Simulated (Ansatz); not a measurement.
Process, species as SMILES: C(=[N])=O → O=C=[N-] (an electron is taken up)
B3LYP-D3(BJ)/def2-TZVP geometries, fixed; electronic energies without zero-point terms; positive where energy is released.

Basis-set convergence of the adiabatic electron affinity at B2PLYP with Ansatz (a first-principles code). Cartesian d functions, on some or all atoms, in 6-31+G*; all else is spherical. Cores are frozen. Open shells are unrestricted. No added dispersion term, no relativity. Functions are those of the species that has most. Reference: the value in aug-pcseg-3, 3.602 eV, itself unsure by roughly 0.009 eV (its mean distance from aug-cc-pVQZ, def2-QZVPPD). Deviations are taken from unrounded values.

```tsv
basis	functions
def2-SVP	42
6-31+G*	57
def2-SVPD	63
6-311+G**	66
6-311++G(2d,2p)	81
def2-TZVPP	93
def2-TZVPPD	114
6-311++G(3df,3pd)	117
def2-QZVPP	171
def2-QZVPPD	192
```

Problem. Which is the smallest set listed that can be trusted to 0.1 eV here, that is, within that of the reference together with its larger relatives (same family, alike in diffuse functions; a set with none to test it counts only in the reference's own line)?

Solution. The smallest set listed that lies within 0.1 eV of the reference with all its larger relatives (same family, alike in diffuse functions; a set with none counts only in the reference's own line) is 6-31+G* (57 functions, -0.071 eV off). Inside, with no larger relative to test it: def2-QZVPP. Value minus reference: def2-SVP -0.715, 6-31+G* -0.071, def2-SVPD -0.071, 6-311+G** -0.069, 6-311++G(2d,2p) -0.034, def2-TZVPP -0.177, def2-TZVPPD -0.050, 6-311++G(3df,3pd) -0.024, def2-QZVPP -0.054, def2-QZVPPD -0.013 eV.
